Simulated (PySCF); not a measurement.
CH₇F₂NSi₂, SMILES C[Si](F)(F)[SiH2]N.

The structure is a stationary point at ωB97X-D3(BJ)/def2-SVP. This is a generated structure with no PubChem entry under its InChIKey; it may be hypothetical. The values are those of a single conformer.

Two levels are set side by side: TDDFT-PBE/def2-SVPD (PySCF) and TDDFT-LC-ωPBE/def2-SVPD (PySCF). Vertical, same geometry. The lowest singlet is HOMO→LUMO 99 % with PBE and HOMO→LUMO 90 % with the other functional; states are paired by order. Differences are taken from unrounded values.

```json
[
 {"quantity": "lowest singlet excitation (eV)", "TDDFT-LC-ωPBE": "6.41", "TDDFT-PBE": "5.07", "TDDFT-PBE minus TDDFT-LC-ωPBE": "-1.34"},
 {"quantity": "lowest triplet excitation (TDA) (eV)", "TDDFT-LC-ωPBE": "5.76", "TDDFT-PBE": "4.76", "TDDFT-PBE minus TDDFT-LC-ωPBE": "-1.00"},
 {"quantity": "first bright state (f over 0.05) (eV)", "TDDFT-LC-ωPBE": "7.43", "TDDFT-PBE": "7.02", "TDDFT-PBE minus TDDFT-LC-ωPBE": "-0.40"},
 {"quantity": "its oscillator strength", "TDDFT-LC-ωPBE": "0.11", "TDDFT-PBE": "0.14", "TDDFT-PBE minus TDDFT-LC-ωPBE": "0.04"}
]
```

A lower first singlet is the usual sign of a functional without exact exchange. Differences between two approximate levels are no errors against the true value.

Rough cost on one machine, each run with all the roots and properties that it gave: TDDFT-LC-ωPBE against TDDFT-PBE about 7 times.
